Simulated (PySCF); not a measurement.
Deuteron quadrupole couplings in `[SiH3]CS[SiH2]O[SiH2][SiH3]`

Compound: CH₁₂OSSi₄.
Cartesian coordinates in Å at the GFN2-xTB level; atoms count from 1:
```xyz
19
CH12OSSi4 angstrom
Si    -1.953   -0.165   -1.386
C     -2.137    1.422   -0.353
S     -0.508    2.183    0.018
Si     0.062    1.183    1.819
O      0.527   -0.330    1.541
Si     1.515   -1.521    1.000
Si     2.438   -0.897   -1.017
H     -3.312   -0.628   -1.686
H     -1.240   -1.180   -0.611
H     -1.227    0.158   -2.612
H     -2.687    2.188   -0.895
H     -2.648    1.252    0.593
H      1.171    1.971    2.321
H     -1.108    1.060    2.673
H      0.602   -2.670    0.991
H      2.459   -1.711    2.109
H      1.495   -0.954   -2.141
H      3.539   -1.809   -1.354
H      3.002    0.458   -1.010
```

Level: PBE0/pcSseg-1 (PySCF, non-relativistic); Q(2H) = 0.00286 b; rigid geometry, the same for H and D, with no vibrational averaging.

Task: Rank these positions by the coupling χzz of a deuteron there, largest first.
A. H18 (Si–H hydrogen)
B. H12 (methylene hydrogen)
C. H13 (Si–H hydrogen)

Result: B (211 kHz), C (113 kHz), A (108 kHz).

Task: Give the electric field gradient Vzz (the principal value of largest size), its asymmetry and the 2H coupling at each hydrogen.

Result: 
```json
{"atom": "H8", "bonded to": "Si1", "bond length (Å)": "1.466", "Vzz (au)": "0.1606", "η": "0.01", "χzz (kHz)": "108"}
{"atom": "H9", "bonded to": "Si1", "bond length (Å)": "1.463", "Vzz (au)": "0.1636", "η": "0.00", "χzz (kHz)": "110"}
{"atom": "H10", "bonded to": "Si1", "bond length (Å)": "1.461", "Vzz (au)": "0.1642", "η": "0.02", "χzz (kHz)": "110"}
{"atom": "H11", "bonded to": "C2", "bond length (Å)": "1.088", "Vzz (au)": "0.3139", "η": "0.05", "χzz (kHz)": "211"}
{"atom": "H12", "bonded to": "C2", "bond length (Å)": "1.088", "Vzz (au)": "0.3135", "η": "0.06", "χzz (kHz)": "211"}
{"atom": "H13", "bonded to": "Si4", "bond length (Å)": "1.450", "Vzz (au)": "0.1686", "η": "0.00", "χzz (kHz)": "113"}
{"atom": "H14", "bonded to": "Si4", "bond length (Å)": "1.454", "Vzz (au)": "0.1663", "η": "0.02", "χzz (kHz)": "112"}
{"atom": "H15", "bonded to": "Si6", "bond length (Å)": "1.468", "Vzz (au)": "0.1583", "η": "0.02", "χzz (kHz)": "106"}
{"atom": "H16", "bonded to": "Si6", "bond length (Å)": "1.469", "Vzz (au)": "0.1575", "η": "0.03", "χzz (kHz)": "106"}
{"atom": "H17", "bonded to": "Si7", "bond length (Å)": "1.468", "Vzz (au)": "0.1613", "η": "0.01", "χzz (kHz)": "108"}
{"atom": "H18", "bonded to": "Si7", "bond length (Å)": "1.469", "Vzz (au)": "0.1606", "η": "0.00", "χzz (kHz)": "108"}
{"atom": "H19", "bonded to": "Si7", "bond length (Å)": "1.468", "Vzz (au)": "0.1616", "η": "0.01", "χzz (kHz)": "109"}
```

Task: Average by the element that carries the hydrogen.

Result: on Si: 109 kHz over 10 positions, mean bond length 1.464 Å; on C: 211 kHz over 2 positions, mean bond length 1.088 Å.

Task: How does χzz go with the bond length over the 10 Si–H bonds?

Result: A straight-line fit has a slope of -3.2 kHz for each 0.01 Å, with a correlation coefficient of -0.92, over lengths from 1.450 to 1.469 Å. The longer bonds have the smaller couplings here.

Geometry: GFN2-xTB, one conformer, isolated molecule. GFN2-xTB bond lengths can be off by several hundredths of an ångström, more for odd bonds, and the gradients follow them. With so small a basis the couplings can be 20 % off.
